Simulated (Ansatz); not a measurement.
The molecule SnP, multiplicity 4 (an upper state: multiplicity 2 came lower at CCSD(T)/def2-TZVPP on PBE0 minima). No spin–orbit coupling.

The constants come from a fifth-degree fit in 1/R (seven points, main isotopes). In def2 and cc sets the state is the lowest found near the PBE0 minimum, followed along R.

The values were computed with Ansatz (Gaussian basis) for Hartree–Fock, density functionals and correlated methods.  In def2 rows elements past Kr take small-core potentials, without spin–orbit coupling.

Energies at PBE0/def2-TZVPP:

```csv
R (Å),E (hartree)
2.437716,-555.44764139
2.503246,-555.45114851
2.563534,-555.45282617
2.631685,-555.45329170
2.699836,-555.45255218
2.778472,-555.45054554
2.870214,-555.44705294
```

Q: With a reduced mass of 24.6151 u, find the minimum, the force constant and the constants.

A: A fifth-degree polynomial in 1/R puts the minimum at r_e = 2.6213 Å with force constant 117 N/m. Then ω_e = (1/2πc)√(k/μ) = 284 cm⁻¹ and B_e = h/(8π²cμr_e²) = 0.09967 cm⁻¹; the cubic and quartic terms give α_e = 0.00044 and ω_e x_e = 0.88 cm⁻¹.

Ansatz is a program for electronic structure.
